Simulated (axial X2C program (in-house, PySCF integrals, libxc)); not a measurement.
# Testing model relations on KH

A bond curve at the CCSD(T) level, two-component, was computed with an axial X2C code built on PySCF integrals (basis K dyall-cv3z [11s12p6d3f], H dyall-v3z [6s2p1d] (cores contracted in-house)) for the state Ω = 0 (closed shell). Its fit gives Re = 2.2432 Å, ωe = 995.0 cm⁻¹, ωexe = 15.7 cm⁻¹ and αe = 8.377e-02 cm⁻¹; the masses are 38.9637 and 1.0078 u. Two-component means X2C with spin–orbit coupling and atomic mean-field Coulomb and Gaunt terms.

Correlated methods: 10 electrons correlated (number of frozen shells: K 2 s, 1 p; H none), 170 virtual spin orbitals or spinors in MP2, 90 natural virtuals in coupled cluster.

Q: Find the reduced mass, Be and the force constant.

A: From the CCSD(T) values: μ = 0.9824 u. Be = 16.8576/(μ Re²) = 3.41 cm⁻¹. k = 5.8918×10⁻⁷ μ ωe² = 0.573 mdyn/Å.

Q: Where do the fundamental and the first overtone lie?

A: ν(1←0) = ωe − 2ωexe = 963.6 cm⁻¹; ν(2←0) = 2ωe − 6ωexe = 1895.8 cm⁻¹.

Q: Give B0, the J = 1←0 line in GHz and the most populated J at 300 K (kT = 208.5 cm⁻¹).

A: B0 = Be − αe/2 = 3.368 cm⁻¹; 2B0 = 202 GHz; J(max) ≈ √(kT/2B0) − 1/2 = 5.1, so J = 5.

Q: Scale the constants to the deuteride (D 2.0141 u) within the Born–Oppenheimer picture.

A: ρ = √(μH/μD) = 0.7162; ωe = 712.6, ωexe = 8.05, Be = 1.749 cm⁻¹; the zero-point energy falls by 139 cm⁻¹.

Q: Estimate the centrifugal constant by the Kratzer relation.

A: D = 4Be³/ωe² = 1.60e-04 cm⁻¹.

One determinant describes the state; a PBE0 search over occupations chose it and may have missed a lower one. CCSD and (T) use frozen natural virtuals with an MP2 correction for the truncation; (T) itself is uncorrected, so its De runs slightly low.
